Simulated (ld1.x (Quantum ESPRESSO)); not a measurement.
## P: one change to an RRKJ potential, before and after

P (Z = 15), norm-conserving RRKJ (Kleinman–Bylander form), made with ld1.x (Quantum ESPRESSO) 7.5 (PBE, non-relativistic). Core [Ne], reference 3s1.75 3p3.25. Waves: 3s (bound): rc 1.40 bohr; 3p (bound): rc 1.45 bohr. Local part: the p channel. Core correction: Bessel-smoothed model core, default radius (core density twice the valence density).

All-electron outer shells of the reference configuration (PBE, non-relativistic, ld1.x):

```csv
shell,level (eV),outermost node (bohr),outermost maximum (bohr)
2p,-124.89,–,0.36
3s,-14.08,0.66,1.58
3p,-5.66,0.64,1.83
```

Change: all radii but the core radius scaled by about 1.38 (s 1.94, p 2.00 bohr).

Cutoffs: the cutoffs (Ry, on a coarse ladder) from which the occupation-weighted sum of valence levels, in a spherical-Bessel basis at the reference potential, stays within 10 and 1 mRy of its value at 400 Ry; they do not see the model core or the augmentation charge, which bear on the density cutoff. Errors are all-electron minus pseudo energies relative to the spin-unpolarised reference configuration.

Question: What does the change do?

Answer: The potential gets softer (25 Ry and 55 Ry → 21 Ry and 30 Ry); of the 7 tests that both files solve, the error grows in 2 and shrinks in 3 by more than 15 % and 0.3 meV (median size 4.5 → 11.2 meV); neither file shows a bound ghost. A larger radius leaves more room for a smooth pseudo-wave, so fewer plane waves are needed.

| quantity | base | changed |
| --- | --- | --- |
| cutoff, loose | 25 Ry | 21 Ry |
| cutoff, tight | 55 Ry | 30 Ry |
| bound ghosts | none | none |
| error for 3s2 3p3, meV [ΔE -2.10 eV] | +0.1 | +0.2 |
| error for 3s2 3p2, meV [ΔE 7.64 eV] | +2.4 | +1.6 |
| error for 3s2 3p1, meV [ΔE 26.80 eV] | +16 | +11 |
| error for 3s0 3p5, meV [ΔE 14.92 eV] | +4.5 | +12 |
| error for 3s1 3p4, meV [ΔE 6.35 eV] | +0.8 | +2.1 |
| error for 3s1 3p0, meV [ΔE 108.43 eV] | +119 | +127 |
| error for 3s2 3p0, meV [ΔE 56.55 eV] | +48 | +33 |
